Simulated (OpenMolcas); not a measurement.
## Levels of Pt by method

```
Program             : OpenMolcas 26.06
Basis               : ANO-RCC-VDZP [7s6p4d2f]
Scalar Hamiltonian  : DKH2, point nucleus
Active space        : 10 electrons in 6 orbitals (5d 6s)
State averaging     : 2S+1 = 3 even, 15 roots; 2S+1 = 1 even, 20 roots kept (CI in the orbitals of an earlier block)
Spin-orbit coupling : RASSI with atomic mean-field integrals over the reference wave functions, term energies averaged over their components
```

Methods on the same reference wave functions:
A. CASSCF
B. SS-CASPT2, IPEA 0.25 Eh, imaginary shift 0.1 Eh (closed shells correlated: 5s 5p)
C. MS-CASPT2, IPEA 0.25 Eh, imaginary shift 0.1 Eh (closed shells correlated: 5s 5p)

Energies in cm-1 above 5d9 6s 3D3, the measured ground level; measured values from NIST Handbook of Basic Atomic Spectroscopic Data.

```
             Level      A      B      C  Measured
       5d8 6s2 3F4   -649  -2200  -2200       824
        5d9 6s 3D3    0.0    0.0    0.0       0.0
       5d8 6s2 3F3   8664   7150   7150     10117
        5d9 6s 3D1  10666  10670  10670     10132
5d8 6s2 3P0 [55 %]  19850  20930  20930          
       5d8 6s2 3P1  20783  17880  17880     18567
       5d8 6s2 1G4  23475  20890  20890     21967
   5d10 1S0 [55 %]  26714   7320   7320      6140
```

A puts 5d8 6s2 3F4 lowest. B puts 5d8 6s2 3F4 lowest. C puts 5d8 6s2 3F4 lowest.

Deviations, from unrounded energies. A percentage is the sum of absolute deviations over the sum of measured energies, with the sign that they share, or ± where signs differ.

```json
{"Against measurement": "mean absolute deviation (cm-1)", "Levels": "6", "A": "4600", "B": "1600", "C": "1600"}
{"Against measurement": "fine structure of the ground term (%)", "Levels": "1", "A": "+5.3", "B": "+5.3", "C": "+5.3"}
{"Against measurement": "other configurations (%)", "Levels": "5", "A": "±47.3", "B": "±15.5", "C": "±15.5"}
```

B, C lie about equally close to measurement and A furthest from it. The largest miss of C in the table is 5d8 6s2 3F4, by -3000 cm-1. The ranking rests on the paired levels alone, and a cruder setting can come out closer through cancelling errors.

Between B and C no level of the table moves by more than 5 cm-1.

The two smallest mean deviations differ by little beside CASPT2's spread within terms, so their order carries little weight.

The lowest spin-free term lies below A's lowest term by 0.404 hartree in B, 0.404 hartree in C.

Term energies are means over components that CASPT2 splits; among the terms shown or strongly mixed into the levels shown the widest spread is 930 cm-1 (5d8 6s2 1G, C). Terms from blocks run as CI alone lack orbitals of their own. The lowest computed level is not the ground level that NIST lists (3D3). Configurations are named by rounded mean occupations; where the s occupation lies near a half they are strongly mixed, a name can repeat and a true partner stay unpaired. A single d shell beside an s shell can misplace configurations of different d count against each other. The lowest spin-free term belongs to 5d9 6s, not to the configuration of the lowest level. Without dynamic correlation excited terms often stand tens of per cent too high (terms of higher spin than the ground term too low), and those without a measured partner can miss by more than the paired ones (holds for A). Some levels mix across a computed gap that differs much from the measured one, so their mixing is not that of the real levels (holds for A). The CASPT2 spread within a term exceeds the gap to the next term for 5d9 6s 3D and 5d8 6s2 3F, so the order of their levels is uncertain, and so are names and mixing where such terms share a J (holds for C). Measured partners are found by configuration, term and J. A level has none where our copy of the source lacks it or the pairing is in doubt (some pairs that miss far off the trend of their configuration count as doubtful), and it then counts in no deviation. Levels of configurations outside the active space are missing. The table leaves out levels that lie high or whose names do not pair safely across all columns.

A share in square brackets marks a mixed level and gives the weight of the term that names it, the lowest over the columns.
